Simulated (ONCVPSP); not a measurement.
## Si (Z = 14): one change to an ONCV potential, before and after

```
Element                 : Si
Generator               : ONCVPSP 4.0.1
Type                    : optimised norm-conserving Vanderbilt (ONCV)
Functional              : PBE
Relativity              : scalar-relativistic
Frozen core             : [Ne]
Valence charge          : 4
Reference configuration : 3s2 3p2
Partial waves           : 3s: rc 1.45 bohr, ncon 4, nbas 7, qcut 4.8 1/bohr, 2 projectors, debl 3.1 Ha; 3p: rc 1.50 bohr, ncon 4, nbas 7, qcut 5.4 1/bohr, 2 projectors, debl 3.5 Ha; d scattering state at 0.05 Ha: rc 1.25 bohr, ncon 4, nbas 7, qcut 7.4 1/bohr, 1 projector
Local potential         : polynomial inside 0.95 bohr (lpopt 5, dvloc0 3 Ha)
Core correction         : Teter function, fcfact 2.25, rcfact 1
```

Change: core correction Teter function, fcfact 2.25, rcfact 1.54.

Cutoffs: the cutoffs (Ha) at which the residual kinetic energy of the hardest occupied pseudo-wave falls to 1 and 0.1 mHa per electron; they do not see the model core or the augmentation charge, which bear on the density cutoff. Errors are all-electron minus pseudo energies relative to the spin-unpolarised reference configuration.

Task: What does the change do?

Result: The potential gets neither clearly harder nor softer (11 Ha and 56 Ha → 11 Ha and 56 Ha); both files keep a bound ghost (s); of the 4 tests that both files solve, the error grows in 1 and shrinks in 3 by more than 15 % and 0.3 meV (median size 11.7 → 5.7 meV). A model core, the more so a compact one, raises the density cutoff, which this test does not measure.

```tsv
quantity	base	changed
cutoff, loose	11 Ha	11 Ha
cutoff, tight	56 Ha	56 Ha
bound ghosts	s	s
GHOST(+) flags under 300 eV	none	none
error for 3s2 3p1, meV [ΔE 7.74 eV]	-2.0	0.0
error for 3s2 3p0, meV [ΔE 23.73 eV]	-11	-6.6
error for 3s1 3p0, meV [ΔE 57.70 eV]	+38	-44
error for 3s0 3p4, meV [ΔE 13.78 eV]	+12	-4.8
s: phases at 1.47 bohr within 0.05 rad from the reference energy up to (Ha; the scan ends near 5)	to the end of the scan	to the end of the scan
p: phases at 1.52 bohr within 0.05 rad from the reference energy up to (Ha; the scan ends near 5)	to the end of the scan	to the end of the scan
d: phases at 1.27 bohr within 0.05 rad from the reference energy up to (Ha; the scan ends near 5)	to the end of the scan	to the end of the scan
rms error of d²Exc/dni dnj with the model core, mHa	1.35	0.79
```

Base: The cutoffs count occupied waves only; projector 2 of the p channel, the hardest unoccupied one, needs 89 Ha at the loose tolerance. Changed file: The cutoffs count occupied waves only; projector 2 of the p channel, the hardest unoccupied one, needs 89 Ha at the loose tolerance. A true bound ghost makes a file unfit for plane-wave use even where its test errors are small: the radial tests pick states by their node count and pass the ghost by.
